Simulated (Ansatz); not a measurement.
A run for Ansatz (a quantum-chemistry and plane-wave program): R-CCSD(T)/cc-pVTZ on C3H2 (SMILES [C]=C=C), 2S+1 = 1, a spin state set in the input, which need not be the lowest, at the other state's geometry.

Ansatz 0.2 input:
```yaml
crystal:
  periodic: [false, false, false]
  atoms:
    - {symbol: C, position_ang: [1.46667981, -0.14685368, -0.12837316]}
    - {symbol: C, position_ang: [0.21050938, 0.11109895, -0.05167299]}
    - {symbol: C, position_ang: [-1.12040924, 0.03290411, 0.11800722]}
    - {symbol: H, position_ang: [-1.73822758, 0.91021945, -0.03303813]}
    - {symbol: H, position_ang: [-1.60245207, -0.89311567, 0.40527170]}
basis:
  gaussian:
    orbitals: cc-pVTZ
magnetization: {spin_polarized: false}
correlation: {method: ccsd_t, electrons: outside_noble_gas}
scf: {omitted_lower_state_checks: [cluster_reference]}
```

The log:

```
WARN ansatz: RAYON_NUM_THREADS=1 ignored (pool sized by the plan → 1); use --threads N
Functional definition: HF
these checks for a lower state are left out or cut short: cluster_reference
integrals: 0.17 GiB planned
682 factors; integrals over basis functions are off by at most 1.1e-3 eV
mean field: 0.18 GiB planned
mean field evaluation 1: about -3117.4349 eV, gradient 2.2e1 eV
mean field evaluation 2: about -3117.4391 eV, gradient 2.2e1 eV
mean field evaluation 4: about -3119.1413 eV, gradient 3.8e0 eV
mean field evaluation 8: about -3119.2062 eV, gradient 2.3e-1 eV
mean field -3119.20689381 eV, -114.6287390731 hartree, gradient 1.8e-6 eV, S^2 0.000000; 0 other end points of the search recorded, 0 dependent functions left out; unrestricted orbitals would lower it
3 core orbitals not correlated
reference -3119.20689381 eV, -114.6287390731 hartree; 7, 7 occupied and 108, 108 virtual orbitals, 682 factors
second order -11.73354682 eV of doubles, -0.00000000 eV of singles
coupled cluster: 0.38 GiB planned
cycle   1  -11.89840668 eV  change   -1.6e-1 eV  update   1.0e-1
cycle   2  -12.30458055 eV  change   -4.1e-1 eV  update   3.7e-2
cycle   3  -12.42958444 eV  change   -1.3e-1 eV  update   1.9e-2
cycle   4  -12.42645709 eV  change    3.1e-3 eV  update   5.4e-3
cycle   5  -12.42531077 eV  change    1.1e-3 eV  update   2.0e-3
cycle   6  -12.42598695 eV  change   -6.8e-4 eV  update   6.0e-4
cycle   7  -12.42587558 eV  change    1.1e-4 eV  update   2.3e-4
cycle   8  -12.42593123 eV  change   -5.6e-5 eV  update   8.5e-5
cycle   9  -12.42595236 eV  change   -2.1e-5 eV  update   2.8e-5
cycle  10  -12.42594310 eV  change    9.3e-6 eV  update   1.2e-5
coupled cluster: 0.38 GiB planned
perturbative correction -0.71891886 eV, -0.0264197809 hartree
Total energy: -3132.35175577 eV, -115.1118038404 hartree
Checks for a lower state left out: cluster_reference
```

The calculation finished and met its thresholds.

Cost: roughly 8 core-seconds.
